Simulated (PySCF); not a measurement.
C5H10N2Si.
Cartesian coordinates in Å at the GFN2-xTB level; atoms count from 1:
```xyz
18
C5H10N2Si angstrom
C      2.587    0.950   -0.448
C      2.581   -0.339   -0.168
C      1.397   -1.255   -0.303
N      0.214   -0.660   -0.869
Si    -0.871    0.281    0.067
C     -2.718   -0.275    0.109
C     -2.876    0.980   -0.679
N     -1.740    1.523   -0.884
H      3.472    1.550   -0.331
H      1.704    1.459   -0.797
H      3.476   -0.833    0.189
H      1.138   -1.638    0.688
H      1.692   -2.115   -0.918
H      0.371   -0.356   -1.819
H     -0.363    0.760    1.346
H     -3.270   -0.274    1.046
H     -3.002   -1.159   -0.458
H     -3.801    1.408   -1.046
```

Definitions: NICS(0) = −σiso at the ring centroid; NICS(1) = −σiso and NICS(1)zz = −σzz at ±1 Å along the ring normal z. Level: GIAO PBE0/pcSseg-1 (PySCF, non-relativistic, gas phase) on the GFN2-xTB geometry, one conformer.

Ring bond lengths (Å), with Mayer bond orders in brackets: Si5–C6 1.930 (0.86), C6–C7 1.490 (0.99), C7–N8 1.275 (1.82), N8–Si5 1.790 (0.97).

Q: Give the NICS values of each ring in ppm.

A: 
| ring | type | NICS(0) | NICS(1), two faces | NICS(1)zz, two faces | rms pucker (Å) | centre to ring atoms, mean (Å) |
| --- | --- | --- | --- | --- | --- | --- |
| Si5–C6–C7–N8 | 4-membered ring with N and Si; formal bonds 1 double, 3 single | 6.9 | -2.1 / -3.0 | 4.7 / 1.6 | 0.01 | 1.14 |

Q: What can be read from them?

A: 
- Si5–C6–C7–N8: mean NICS(1)zz 3.1 ppm, deshielded. Si5, C6 have four or more neighbours, so the value isn't read as a sign of a π ring current. The two faces differ by 3.1 ppm, so no symmetry operation interchanges them. NICS(0) lies 9 ppm above the mean NICS(1).

Q: Give the inner angles of the rings and the Hirshfeld charges of the ring atoms.

A: 
- Si5–C6–C7–N8: Si5 75.3° (+0.431 e), C6 81.2° (-0.187 e), C7 110.5° (+0.053 e), N8 92.9° (-0.295 e); sum 359.9° against 360° for a flat convex ring.

Q: What are the shieldings of the ring atoms and their hydrogens in the same run (means over atoms taken as equivalent)?

A: 
| atoms | environment | σ isotropic (ppm) | principal values of the symmetric part, first atom (ppm) |
| --- | --- | --- | --- |
| Si5 | SiH silicon | 352.8 | 324.3, 348.9, 385.2 |
| C6 | sp3 carbon bound to silicon | 148.5 | 125.1, 145.9, 174.4 |
| C7 | C=N carbon | -15.2 | -139.3, -27.6, 121.2 |
| N8 | C=N nitrogen | -184.9 | -572.8, -172.2, 190.4 |
| H15 | Si–H hydrogen | 26.25 | 22.3, 26.4, 30.1 |
| H16 | methylene hydrogen | 29.48 | 26.9, 27.8, 33.7 |
| H17 | methylene hydrogen | 29.51 | 26.7, 28.6, 33.2 |
| H18 | hydrogen on a C=N carbon | 22.22 | 20.7, 22.1, 23.8 |

The run took 34 s on Arm Neoverse V1, one thread, no GPU, shared host with 32 logical CPUs at a one-minute load of 29, and the process peaked at 0.85 GiB of memory. This is the whole shielding run at PBE0/pcSseg-1, SCF included.
